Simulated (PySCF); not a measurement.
B(Me)2(NHMe) (C₃H₁₀BN), SMILES CB(C)NC.

Geometry: B3LYP-D3(BJ)/def2-SVP. One conformer was computed; it need not be the lowest.

Two levels are set side by side: TDA-PBE/def2-SVPD (PySCF) and TDA-CAM-B3LYP/def2-SVPD (PySCF). Vertical, same geometry. The lowest singlet is HOMO→LUMO 100 % with PBE and HOMO→LUMO 87 % with the other functional; states are paired by order. Differences are taken from unrounded values.

```
quantity                               TDA-CAM-B3LYP
-------------------------------------  -------------
lowest singlet excitation (eV)                  6.63
lowest triplet excitation (TDA) (eV)            6.22
first bright state (f over 0.05) (eV)           8.08
its oscillator strength                         0.38
```

Task: What does TDA-PBE give, and how far is it from TDA-CAM-B3LYP? (Estimate from the structure and the level; the computed values follow.)

Result: 
```tsv
quantity	TDA-PBE	TDA-PBE minus TDA-CAM-B3LYP
lowest singlet excitation (eV)	5.85	-0.78
lowest triplet excitation (TDA) (eV)	5.57	-0.65
first bright state (f over 0.05) (eV)	7.30	-0.77
its oscillator strength	0.32	-0.07
```

Functionals without exact exchange tend to place singlet excitations lower, as here. Differences between two approximate levels are no errors against the true value.

Rough cost on one machine, each run with all the roots and properties that it gave: TDA-CAM-B3LYP against TDA-PBE about 5 times.
